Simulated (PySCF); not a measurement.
Species: C9H10.
SMILES: `C#C[C@@]1(C)[C@@H]2[C@@H]3C[C@H]1[C@@H]32`

Linear response at wB97X-D/def2-SVPD (PySCF, frozen core in the response, non-relativistic). Isolated species at its PBE0-D3(BJ)/def2-SVP geometry, gas phase.

Static isotropic polarisability: 94.32 au (13.98 Å³), principal values 81.0, 87.4, 114.5 au.

**Question.** What is the polarisability at 1064 nm and at the sodium D line?

**Answer.** 95.05 au at 1064 nm (+0.8 %), 96.75 au at 589.3 nm (+2.6 %). The rise at 589.3 nm is 3.35 times that at 1064 nm; a pure ω² law gives 3.26. The lowest singlet lies at 190 nm, shorter than both wavelengths.

**Question.** What is the isotropic C6 coefficient between two such molecules, C6 = (3/π)∫α(iω)² dω?

**Answer.** 3749 au (Eh·bohr⁶) by a ten-point quadrature over imaginary frequencies, which is 2240 eV·Å⁶ or 216 J·nm⁶/mol.

**Question.** Which effective excitation energy ω̄ makes London's formula C6 = (3/4)α²ω̄ exact here?

**Answer.** ω̄ = 4·C6/(3α²) = 0.562 Eh = 15.3 eV. A one-pole form α(ω) = α/(1 − ω²/ω̄²) fitted to the 1064 nm value gives 13.3 eV.

**Question.** What molar refraction at the D line follows from R = (4π/3)·N_A·α′, with α′ the polarisability volume?

**Answer.** α′ = 14.34 Å³ gives R = 36.17 cm³/mol, for isolated, non-vibrating species.

**Question.** The lowest 6 singlets have (eV, f): 6.53, 0.000; 6.80, 0.009; 6.82, 0.000; 7.51, 0.055; 7.62, 0.036; 7.80, 0.062. What share of the static polarisability do they carry in the sum over states α = Σ f/ω²?

**Answer.** 2.08 au, 2.2 % of α; the largest term, 0.75 au, is that of the state at 7.80 eV. Their oscillator strengths add up to 0.16. Higher states carry the rest.

**Question.** What n − 1 at the D line would an ideal gas of it have at 273.15 K and 1 atm (2.6868 × 10¹⁹ cm⁻³), by n − 1 = 2π·N·α′?

**Answer.** 24.20 × 10⁻⁴, a formal value whether or not that pressure can be reached.

The pairwise dispersion term of wB97X-D wasn't added to the energies; at a given geometry it leaves orbitals and properties as they are.
